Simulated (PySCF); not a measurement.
Compounds:

A. SMILES C=CC(=O)F
B. `N#CC#CC(F)(F)C#CC(F)=C(F)F`
C. `Cc1cc(OC)c(C)cc1`

Spectrum 1. ¹³C{¹H} NMR (computed): δ 175.9 (C), 122.9 (C), 110.2 (C), 105.9 (C), 105.1 (C), 83.1 (C), 74.8 (C), 71.9 (C).

Spectrum 2. ¹³C{¹H} NMR (computed): δ 164.7 (C), 141.6 (C), 135.5 (CH), 129.5 (C), 125.6 (CH), 112.4 (CH), 55.7 (CH3), 24.2 (CH3), 19.9 (CH3).

Spectrum 3. ¹³C{¹H} NMR (computed): δ 165.5 (C, d, J = 398.1 Hz), 149.9 (CH2, d, J = 17.7 Hz), 131.8 (CH, d, J = 79.5 Hz).

- PBE0/pcSseg-1 with gauge-including orbitals
- B3LYP/pcJ-1 coupling constants
- GFN2-xTB structure
- run in PySCF 2.14
- single conformer, relativity neglected, isolated molecule, equivalent nuclei averaged

Scale: TMS for ¹³C (reference shieldings calculated alike). Splittings of carbon signals by F and P are missing where no couplings were computed. One-bond C–F couplings are unscaled and too large by tens of Hz. Shifts are as computed. Against solution values, carbons near 30 ppm lie about +3 ppm off and those near 130 ppm about +5 ppm. Of 1211 compounds with measured shifts, 218 miss one by over three times the rms of a fit or turn the order of signals round; such compounds aren't used in these exercises.

Q: Match each spectrum to its structure.

A: 1–B, 2–C, 3–A.

- Spectrum 1 (B): 8 ¹³C signals; δC 122.9 is a fully substituted alkene carbon; δC 110.2 is a nitrile carbon.
- Spectrum 2 (C): 9 ¹³C signals; δC 164.7 is an aromatic carbon bearing oxygen; δC 135.5 is an aromatic CH.
- Spectrum 3 (A): 3 ¹³C signals; δC 149.9 is a β carbon of a C=C–C=O unit; δC 131.8 is an α carbon of a C=C–C=O unit.
